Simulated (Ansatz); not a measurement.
Process, species as SMILES: [SiH]=O (O-SiH) → H atom + O atom + Si atom
B3LYP-D3(BJ)/def2-TZVP geometries, fixed; electronic energies without zero-point terms.
Largest species:
```xyz
3

Si    -0.0147    -0.5041    -0.0112
O     -0.1485     1.0191     0.0164
H      1.3936    -1.0954     0.0249
```
Charge 0, spin multiplicity 2.

Basis-set convergence of the atomisation energy at HF with Ansatz (a first-principles code). Cartesian d functions, on some or all atoms, in 6-311G**; all else is spherical. Open shells are unrestricted. No added dispersion term, no relativity. Functions are those of the species that has most. Reference: the value in aug-pcseg-3, 130.61 kcal/mol, itself unsure by roughly 0.44 kcal/mol (its mean distance from aug-cc-pV(Q+d)Z, def2-QZVPPD, pcseg-3). Deviations are taken from unrounded values.

```tsv
basis	functions	atomisation energy (kcal/mol)	minus reference (kcal/mol)
3-21G	24	77.67	-52.94
6-31G	24	66.71	-63.90
pcseg-0	24	75.18	-55.42
def2-SVP	37	118.44	-12.16
6-311G**	51	116.94	-13.67
def2-SVPD	55	123.12	-7.49
aug-cc-pV(D+d)Z	64	121.71	-8.90
cc-pV(T+d)Z	83	128.40	-2.21
6-311++G(3df,3pd)	104	129.05	-1.56
aug-pcseg-2	119	129.91	-0.70
cc-pV(Q+d)Z	149	129.93	-0.68
pcseg-3	157	130.53	-0.08
aug-cc-pV(Q+d)Z	215	130.03	-0.57
```
